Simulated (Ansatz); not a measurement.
CH2BN2, SMILES `N#C[B-]N` (excited triplet) (charge -1, multiplicity 3). This triplet is an excited state, 0.85 eV above the relaxed singlet at the level B3LYP/aug-cc-pVTZ // PBE0-D3(BJ)/def2-TZVPD (Ansatz, a first-principles code).

The numbers are results of frozen-core fic-MRCISD+Q@CASSCF(2e,2o)/aug-cc-pVTZ // PBE0-D3(BJ)/def2-TZVPD in Ansatz, not measurements.

Ansatz 0.2 input:
```yaml
crystal:
  periodic: [false, false, false]
  atoms:
    - { symbol: N, position_ang: [2.566286, -0.492533, -0.180436] }
    - { symbol: C, position_ang: [1.484634, -0.043829, -0.03141] }
    - { symbol: B, position_ang: [0.169569, 0.600553, 0.209206] }
    - { symbol: N, position_ang: [-1.216238, 0.26614, -0.156314] }
    - { symbol: H, position_ang: [-1.417653, 0.253839, -1.150474] }
    - { symbol: H, position_ang: [-1.586602, -0.584172, 0.254679] }
basis:
  gaussian: { orbitals: aug-cc-pVTZ }
correlation:
  method: fic_mrcisd_q
  active_space: { window: { electrons: 2, orbitals: 2 } }
total_charge: -1
magnetization:
  spin_polarized: false
  initial_magnetization: 2
```

Output:

```
Functional definition: HF
1345 factors; integrals over basis functions are off by at most 9.8e-4 eV
mean field evaluation 1: about -4694.5286 eV, gradient 2.6e1 eV
mean field evaluation 2: about -4694.5338 eV, gradient 2.6e1 eV
mean field evaluation 4: about -4696.8100 eV, gradient 8.7e0 eV
mean field evaluation 8: about -4697.6559 eV, gradient 1.4e0 eV
mean field evaluation 16: about -4697.6922 eV, gradient 2.2e-4 eV
mean field evaluation 32: about -4696.7168 eV, gradient 3.2e-1 eV
mean field -4697.69222653 eV, -172.6370051150 hartree, gradient 1.7e-6 eV, S^2 2.000000; 3 other end points of the search recorded, 0 dependent functions left out
reference -4697.69222653 eV, -172.6370051150 hartree; 15, 13 occupied and 215, 217 virtual orbitals, 1345 factors
state -4697.69222653 eV, -172.6370051150 hartree
contracted CI cycle   1: correlation 0.00000000 eV, 0.0000000000 hartree, residual 4.49e1 eV
contracted CI cycle   2: correlation -15.05329856 eV, -0.5531985185 hartree, residual 7.04e0 eV
contracted CI cycle   3: correlation -15.52165861 eV, -0.5704104328 hartree, residual 1.26e0 eV
contracted CI cycle   4: correlation -15.53834631 eV, -0.5710236947 hartree, residual 3.04e-1 eV
contracted CI cycle   5: correlation -15.53946523 eV, -0.5710648142 hartree, residual 8.68e-2 eV
contracted CI cycle   6: correlation -15.53954653 eV, -0.5710678019 hartree, residual 2.29e-2 eV
contracted CI cycle   7: correlation -15.53955237 eV, -0.5710680163 hartree, residual 6.09e-3 eV
contracted CI cycle   8: correlation -15.53955276 eV, -0.5710680310 hartree, residual 1.56e-3 eV
state -4697.69222653 eV, -172.6370051150 hartree; corrected -4715.72585417 eV, -173.2997287068 hartree
Total energy: -4715.72585417 eV, -173.2997287068 hartree
```
